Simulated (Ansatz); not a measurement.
Species: H2SiOI, charge 0, doublet. H2SiOI (SMILES [SiH](I)O, doublet).
B3LYP-D3(BJ)/def2-TZVP minimum from Ansatz (a quantum-chemistry and plane-wave program):
```
Si
O 1 1.6476
H 2 0.9621 1 118.52
H 1 1.4881 2 104.44 3 -168.40
I 1 2.4851 4 108.62 2 -119.20
```
Charge 0, spin multiplicity 2.

Total energies in def2-SVP, 19 correlated electrons, 15 frozen orbitals. Open shells are spin-unrestricted; no spin-orbit coupling. Cores are frozen in correlated methods (noble-gas shells, and filled d and f shells in the p block). Past Kr the def2 sets carry scalar-relativistic core potentials. Spin-orbit terms, left out, reach several kcal/mol for Br and I, and more for heavier atoms.

```
method    program  energy (Eh)  minus CCSDT(Q) (mEh)
--------  -------  -----------  --------------------
HF         Ansatz   -661.50163                399.47
MP2        Ansatz   -661.86406                 37.04
CCSD       Ansatz   -661.89007                 11.03
CCSD(T)    Ansatz   -661.89923                  1.87
CCSDT(Q)   Ansatz   -661.90110                  0.00
```

Rough core times of Ansatz's runs on a shared machine: CCSD(T) under 20 s, CCSDT(Q) 10 min.
